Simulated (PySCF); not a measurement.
Simulation results for B₂H₅NO, BH₅NOSi, AlBCl₂H, Cl₂OSi and others

Computed with PySCF 2.14.0. Calculation on a computer-drawn molecule: the log of a Hartree-Fock and frozen-core CCSD(T) single point meant for a local Hartree-Fock minimum, with one planted fault or none, to be diagnosed. Offsets are logged minus clean, where the clean run is the same molecule without the fault. The reference is restricted for singlets and unrestricted otherwise, and also for a bond in bohr or an excited solution. Adding or removing an electron swaps singlet and doublet. The excited solution moves the top pair (singlet) or top alpha electron (doublet) to the lowest empty orbital. Highest occupied and lowest empty are orbital energies over both spins, largest force is the largest gradient component, triples share is (T) over the correlation energy, the T1 limit is 0.02 restricted and 0.045 unrestricted, electrons count all cores, a negative frequency is imaginary (commonest isotopes), and the dipole is about the centre of nuclear charge.

Common to all runs: logged SCF converged yes; possible faults no fault, one electron removed, one electron added, multiplicity raised by two, geometry at a saddle point, SCF held on an excited solution, minimal basis STO-3G, one bond length entered in bohr, all coordinates scaled.

(1) 
```xyz
9
formula=B2H5NO meant_charge=0 meant_multiplicity=1 meant_basis=cc-pVDZ logged_electrons=31 logged_basis_functions=81 logged_spin_squared=0.7599 logged_highest_occupied=1.7723 logged_lowest_empty=8.8099 logged_largest_force=0.11748 logged_T1_diagnostic=0.023929 logged_D1_diagnostic=0.14292 logged_triples_share=0.025799 logged_CC_converged=yes logged_dipole_magnitude=9.6258 logged_SCF_stable_within_its_kind=yes logged_energy_HF=-181.63313 logged_energy_CCSD(T)=-182.22527 planted_fault=one_electron_added HF_energy_offset_from_clean_run=60.89 CCSD(T)_energy_offset_from_clean_run=48.73
B     -1.3676    -0.2782    -1.3392
O     -0.0299    -0.1042    -1.3021
B      0.9185    -1.0212    -0.8796
N      2.2590    -0.6524    -0.9165
H     -2.0418     0.6324    -1.7379
H     -1.8645    -1.3151    -0.9829
H      0.5929    -2.1090    -0.4905
H      2.5585     0.2460    -1.2356
H      2.9950    -1.2597    -0.6285
```

Units: logged_highest_occupied, logged_lowest_empty in eV; logged_largest_force in hartree/bohr; logged_dipole_magnitude in debye; logged_energy_HF, logged_energy_CCSD(T) in hartree; HF_energy_offset_from_clean_run, CCSD(T)_energy_offset_from_clean_run in kcal/mol.

Drawn bonds:
| atom | other atom | order |
| --- | --- | --- |
| 1 | 2 | 1 |
| 2 | 3 | 1 |
| 3 | 4 | 1 |
| 1 | 5 | 1 |
| 1 | 6 | 1 |
| 3 | 7 | 1 |
| 4 | 8 | 1 |
| 4 | 9 | 1 |

Notes: highest electron not bound in this basis.

(2) 
```xyz
9
formula=BH5NOSi meant_charge=0 meant_multiplicity=2 meant_basis=cc-pV(D+d)Z logged_electrons=39 logged_basis_functions=90 logged_spin_squared=1.0291 logged_highest_occupied=-9.7322 logged_lowest_empty=2.2699 logged_largest_force=0.01212 logged_T1_diagnostic=0.030317 logged_D1_diagnostic=0.13267 logged_triples_share=0.027009 logged_CC_converged=yes logged_dipole_magnitude=2.099 logged_SCF_stable_within_its_kind=yes logged_energy_HF=-445.8042 logged_energy_CCSD(T)=-446.37164 planted_fault=one_bond_length_entered_in_bohr,row_4_of_the_drawn_bonds HF_energy_offset_from_clean_run=61.05 CCSD(T)_energy_offset_from_clean_run=62.49
B      0.9997    -0.3907     1.5932
N     -0.1732    -0.7288     0.9148
Si    -1.8120    -0.2710     1.3071
O     -2.4709     0.7127     0.1654
H      1.0733     0.9144     3.4467
H     -0.0588    -1.3119     0.1034
H     -1.7542     0.3828     2.6250
H     -2.6750    -1.4614     1.3066
H     -2.0854     1.5617     0.0082
```

Units: logged_highest_occupied, logged_lowest_empty in eV; logged_largest_force in hartree/bohr; logged_dipole_magnitude in debye; logged_energy_HF, logged_energy_CCSD(T) in hartree; HF_energy_offset_from_clean_run, CCSD(T)_energy_offset_from_clean_run in kcal/mol.

Drawn bonds:
| atom | other atom | order |
| --- | --- | --- |
| 1 | 2 | 1 |
| 2 | 3 | 1 |
| 3 | 4 | 1 |
| 1 | 5 | 1 |
| 2 | 6 | 1 |
| 3 | 7 | 1 |
| 3 | 8 | 1 |
| 4 | 9 | 1 |

(3) 
```xyz
5
formula=AlBCl2H meant_charge=1 meant_multiplicity=1 meant_basis=cc-pV(D+d)Z logged_electrons=53 logged_basis_functions=88 logged_spin_squared=0.7721 logged_highest_occupied=-6.3953 logged_lowest_empty=0.97602 logged_largest_force=0.058836 logged_T1_diagnostic=0.019688 logged_D1_diagnostic=0.071084 logged_triples_share=0.030193 logged_CC_converged=yes logged_dipole_magnitude=1.611 logged_SCF_stable_within_its_kind=yes logged_energy_HF=-1186.23019 logged_energy_CCSD(T)=-1186.69224 planted_fault=one_electron_added HF_energy_offset_from_clean_run=-133.7 CCSD(T)_energy_offset_from_clean_run=-142.3
Cl    -2.8993    -2.2668    -0.9318
B     -2.4387    -0.6617    -1.2952
Al    -0.2904    -0.2375    -1.3486
Cl     1.6993     0.1301    -1.3934
H     -3.1942     0.2238    -1.5172
```

Units: logged_highest_occupied, logged_lowest_empty in eV; logged_largest_force in hartree/bohr; logged_dipole_magnitude in debye; logged_energy_HF, logged_energy_CCSD(T) in hartree; HF_energy_offset_from_clean_run, CCSD(T)_energy_offset_from_clean_run in kcal/mol.

Drawn bonds:
| atom | other atom | order |
| --- | --- | --- |
| 1 | 2 | 1 |
| 2 | 3 | 1 |
| 3 | 4 | 1 |
| 2 | 5 | 1 |

(4) 
```xyz
4
formula=Cl2OSi meant_charge=0 meant_multiplicity=1 meant_basis=cc-pV(D+d)Z logged_electrons=56 logged_basis_functions=83 logged_spin_squared=1.2365 logged_highest_occupied=-9.9795 logged_lowest_empty=0.8518 logged_largest_force=0.032558 logged_T1_diagnostic=0.037778 logged_D1_diagnostic=0.1801 logged_triples_share=0.037937 logged_CC_converged=yes logged_dipole_magnitude=0.31862 logged_SCF_stable_within_its_kind=yes logged_energy_HF=-1282.7592 logged_energy_CCSD(T)=-1283.29851 planted_fault=one_bond_length_entered_in_bohr,row_1_of_the_drawn_bonds HF_energy_offset_from_clean_run=92.38 CCSD(T)_energy_offset_from_clean_run=123.8
O     -1.0385     1.3649    -0.4660
Si    -1.6531     3.6677    -1.9471
Cl    -1.7758     3.7729    -3.9475
Cl    -2.0426     5.4813    -1.1810
```

Units: logged_highest_occupied, logged_lowest_empty in eV; logged_largest_force in hartree/bohr; logged_dipole_magnitude in debye; logged_energy_HF, logged_energy_CCSD(T) in hartree; HF_energy_offset_from_clean_run, CCSD(T)_energy_offset_from_clean_run in kcal/mol.

Drawn bonds:
| atom | other atom | order |
| --- | --- | --- |
| 1 | 2 | 2 |
| 2 | 3 | 1 |
| 2 | 4 | 1 |

(5) 
```xyz
6
formula=BF2H2Si meant_charge=0 meant_multiplicity=2 meant_basis=cc-pV(D+d)Z logged_electrons=40 logged_basis_functions=75 logged_spin_squared=0 logged_highest_occupied=-0.84426 logged_lowest_empty=8.0689 logged_largest_force=0.058003 logged_T1_diagnostic=0.019134 logged_D1_diagnostic=0.07854 logged_triples_share=0.02282 logged_CC_converged=yes logged_dipole_magnitude=1.8196 logged_SCF_stable_within_its_kind=yes logged_energy_HF=-513.72053 logged_energy_CCSD(T)=-514.3246 planted_fault=one_electron_added HF_energy_offset_from_clean_run=0.6714 CCSD(T)_energy_offset_from_clean_run=-19.78
F     -0.0304     0.9040     1.9594
B      0.1876     0.3692     0.7647
Si    -0.5609    -1.4404     0.2761
F     -1.8053    -1.9280     1.1940
H      0.9269     0.9487     0.0177
H     -0.9616    -1.5967    -1.1376
```

Units: logged_highest_occupied, logged_lowest_empty in eV; logged_largest_force in hartree/bohr; logged_dipole_magnitude in debye; logged_energy_HF, logged_energy_CCSD(T) in hartree; HF_energy_offset_from_clean_run, CCSD(T)_energy_offset_from_clean_run in kcal/mol.

Drawn bonds:
| atom | other atom | order |
| --- | --- | --- |
| 1 | 2 | 1 |
| 2 | 3 | 1 |
| 3 | 4 | 1 |
| 2 | 5 | 1 |
| 3 | 6 | 1 |

(6) 
```xyz
10
formula=C2H6FSi meant_charge=0 meant_multiplicity=2 meant_basis=cc-pV(D+d)Z logged_electrons=41 logged_basis_functions=95 logged_spin_squared=0.7595 logged_highest_occupied=-10.915 logged_lowest_empty=2.212 logged_largest_force=9.838e-06 logged_lowest_frequency=83.463 logged_T1_diagnostic=0.010564 logged_D1_diagnostic=0.029986 logged_triples_share=0.021302 logged_CC_converged=yes logged_dipole_magnitude=2.1496 logged_SCF_stable_within_its_kind=yes logged_energy_HF=-467.65219 logged_energy_CCSD(T)=-468.25832 planted_fault=no_fault HF_energy_offset_from_clean_run=0 CCSD(T)_energy_offset_from_clean_run=0
C     -1.0564    -0.8705     0.3883
Si     0.2377    -0.8577    -0.9290
C      0.8971     0.8534    -1.2496
F     -0.4113    -1.3981    -2.3162
H     -1.3130    -1.7654     0.9485
H     -1.6564     0.0020     0.6332
H      1.3135    -1.8103    -0.5927
H      0.0879     1.5393    -1.5153
H      1.3996     1.2475    -0.3614
H      1.6168     0.8437    -2.0720
```

Units: logged_highest_occupied, logged_lowest_empty in eV; logged_largest_force in hartree/bohr; logged_lowest_frequency in cm⁻¹; logged_dipole_magnitude in debye; logged_energy_HF, logged_energy_CCSD(T) in hartree; HF_energy_offset_from_clean_run, CCSD(T)_energy_offset_from_clean_run in kcal/mol.

Drawn bonds:
| atom | other atom | order |
| --- | --- | --- |
| 1 | 2 | 1 |
| 2 | 3 | 1 |
| 2 | 4 | 1 |
| 1 | 5 | 1 |
| 1 | 6 | 1 |
| 2 | 7 | 1 |
| 3 | 8 | 1 |
| 3 | 9 | 1 |
| 3 | 10 | 1 |

(7) 
```xyz
5
formula=AlF2HO meant_charge=0 meant_multiplicity=1 meant_basis=cc-pV(D+d)Z logged_electrons=40 logged_basis_functions=70 logged_spin_squared=0 logged_highest_occupied=-5.7576 logged_lowest_empty=-9.3951 logged_largest_force=0.22791 logged_CC_converged=no logged_dipole_magnitude=4.8023 logged_SCF_stable_within_its_kind=no logged_energy_HF=-515.69646 planted_fault=SCF_held_on_an_excited_solution HF_energy_offset_from_clean_run=483.3
O     -0.1728     0.7935     2.5130
Al    -0.1995     2.4556     2.5717
F      0.9844     3.3703     1.8994
F     -1.4348     3.2267     3.3180
H      0.4637     0.2180     2.1235
```

Units: logged_highest_occupied, logged_lowest_empty in eV; logged_largest_force in hartree/bohr; logged_dipole_magnitude in debye; logged_energy_HF in hartree; HF_energy_offset_from_clean_run in kcal/mol.

Drawn bonds:
| atom | other atom | order |
| --- | --- | --- |
| 1 | 2 | 1 |
| 2 | 3 | 1 |
| 2 | 4 | 1 |
| 1 | 5 | 1 |

Notes: CCSD not converged.

(8) 
```xyz
6
formula=B2FH2O meant_charge=1 meant_multiplicity=1 meant_basis=cc-pVDZ logged_electrons=28 logged_basis_functions=66 logged_spin_squared=0 logged_highest_occupied=-19.527 logged_lowest_empty=-3.6513 logged_largest_force=1.018e-05 logged_lowest_frequency=72.006 logged_T1_diagnostic=0.014793 logged_D1_diagnostic=0.042912 logged_triples_share=0.022976 logged_CC_converged=yes logged_dipole_magnitude=1.3909 logged_SCF_stable_within_its_kind=yes logged_energy_HF=-224.66207 logged_energy_CCSD(T)=-225.19843 planted_fault=no_fault HF_energy_offset_from_clean_run=0 CCSD(T)_energy_offset_from_clean_run=0
B     -0.5805    -1.0229     0.9414
O     -2.0384    -1.1656     1.0284
B     -3.2498    -1.2845     1.1009
F     -4.4816    -1.4054     1.1745
H      0.0159    -1.9903     1.2566
H     -0.2237     0.0377     0.5693
```

Units: logged_highest_occupied, logged_lowest_empty in eV; logged_largest_force in hartree/bohr; logged_lowest_frequency in cm⁻¹; logged_dipole_magnitude in debye; logged_energy_HF, logged_energy_CCSD(T) in hartree; HF_energy_offset_from_clean_run, CCSD(T)_energy_offset_from_clean_run in kcal/mol.

Drawn bonds:
| atom | other atom | order |
| --- | --- | --- |
| 1 | 2 | 1 |
| 2 | 3 | 1 |
| 3 | 4 | 1 |
| 1 | 5 | 1 |
| 1 | 6 | 1 |

(9) 
```xyz
8
formula=Al2BH4O meant_charge=1 meant_multiplicity=1 meant_basis=cc-pV(D+d)Z logged_electrons=42 logged_basis_functions=94 logged_spin_squared=0 logged_highest_occupied=-13.798 logged_lowest_empty=-4.0801 logged_largest_force=3.875e-05 logged_lowest_frequency=45.815 logged_T1_diagnostic=0.01687 logged_D1_diagnostic=0.044025 logged_triples_share=0.025265 logged_CC_converged=yes logged_dipole_magnitude=5.984 logged_SCF_stable_within_its_kind=yes logged_energy_HF=-585.54914 logged_energy_CCSD(T)=-585.96636 planted_fault=no_fault HF_energy_offset_from_clean_run=0 CCSD(T)_energy_offset_from_clean_run=0
B      1.0677    -2.0005    -2.1822
O      0.3069    -1.2565    -1.6068
Al    -0.9685    -0.1750    -0.6492
Al    -0.4802     2.4183    -0.8516
H      1.8043    -2.7177    -2.7391
H     -1.9095    -1.2674    -0.0447
H      0.7886     2.8034    -1.6921
H     -1.4691     3.3963    -0.1340
```

Units: logged_highest_occupied, logged_lowest_empty in eV; logged_largest_force in hartree/bohr; logged_lowest_frequency in cm⁻¹; logged_dipole_magnitude in debye; logged_energy_HF, logged_energy_CCSD(T) in hartree; HF_energy_offset_from_clean_run, CCSD(T)_energy_offset_from_clean_run in kcal/mol.

Drawn bonds:
| atom | other atom | order |
| --- | --- | --- |
| 1 | 2 | 1 |
| 2 | 3 | 1 |
| 3 | 4 | 1 |
| 1 | 5 | 1 |
| 3 | 6 | 1 |
| 4 | 7 | 1 |
| 4 | 8 | 1 |

(10) 
```xyz
7
formula=AlH3NOSi meant_charge=0 meant_multiplicity=2 meant_basis=cc-pV(D+d)Z logged_electrons=45 logged_basis_functions=31 logged_spin_squared=1.0441 logged_highest_occupied=-4.68 logged_lowest_empty=7.3104 logged_largest_force=0.068352 logged_T1_diagnostic=0.051464 logged_D1_diagnostic=0.24049 logged_triples_share=0.043 logged_CC_converged=yes logged_dipole_magnitude=3.4889 logged_SCF_stable_within_its_kind=yes logged_energy_HF=-653.85848 logged_energy_CCSD(T)=-654.07181 planted_fault=minimal_basis_STO-3G HF_energy_offset_from_clean_run=5081 CCSD(T)_energy_offset_from_clean_run=5281
O     -1.7625    -2.3350     2.7501
Si    -1.0028    -1.2821     2.0043
N     -1.5564     0.2367     1.5419
Al    -0.7566     1.5986     0.6453
H      0.3874    -1.4229     1.5493
H     -2.5132     0.4005     1.8255
H     -1.6674     2.8784     0.4205
```

Units: logged_highest_occupied, logged_lowest_empty in eV; logged_largest_force in hartree/bohr; logged_dipole_magnitude in debye; logged_energy_HF, logged_energy_CCSD(T) in hartree; HF_energy_offset_from_clean_run, CCSD(T)_energy_offset_from_clean_run in kcal/mol.

Drawn bonds:
| atom | other atom | order |
| --- | --- | --- |
| 1 | 2 | 2 |
| 2 | 3 | 1 |
| 3 | 4 | 1 |
| 2 | 5 | 1 |
| 3 | 6 | 1 |
| 4 | 7 | 1 |

Notes: T1 above single-reference limit.
